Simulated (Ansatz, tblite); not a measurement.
Forces on the cluster In3P2Cl3 at its PBE-D4/def2-SVP geometry. Charge 0, multiplicity 1.

In the def2 sets In takes a core potential; there is no spin–orbit coupling. The xTB rows come from tblite. The restricted singlet is unstable towards broken spin symmetry in Hartree–Fock (as tested in another run); at PBE-D4/def2-TZVP this wasn't settled. Another isomer (singlet) lies 0.12 eV lower at PBE0-D4/def2-TZVP; other spin states weren't run for this one.

GFN1-xTB (tblite), largest force 1.36 eV/Å:

```xyz
8
positions Å, forces eV/Å
In    2.102   -0.745    0.712    0.264   -0.404   -0.383
In   -0.884    1.804    2.052    0.165   -0.105   -0.171
In   -0.615    1.374   -2.092    0.037   -0.412   -0.142
P     0.620   -2.646   -1.045   -0.781    1.007   -0.471
P    -0.699   -1.656   -2.076    0.927   -0.168    0.763
Cl    0.424   -0.573    2.712   -0.304    0.092    0.191
Cl   -2.268    0.707   -0.105   -0.033   -0.027    0.113
Cl    1.320    1.735   -0.159   -0.275    0.016    0.099
```

GFN2-xTB (tblite), largest force 0.67 eV/Å:

```
In 0.289 -0.083 0.212
In -0.048 -0.203 0.024
In -0.111 0.123 -0.048
P -0.511 0.189 -0.393
P 0.387 -0.431 0.290
Cl -0.073 0.235 -0.172
Cl 0.254 0.144 0.048
Cl -0.187 0.026 0.040
```

PBE-D4/def2-TZVP (Ansatz), largest force 0.37 eV/Å:

```
In -0.059 0.015 -0.010
In -0.022 0.009 0.018
In 0.004 -0.059 0.061
P -0.229 0.224 -0.175
P 0.264 -0.175 0.185
Cl 0.017 -0.003 -0.058
Cl 0.022 0.033 -0.001
Cl 0.003 -0.044 -0.020
```
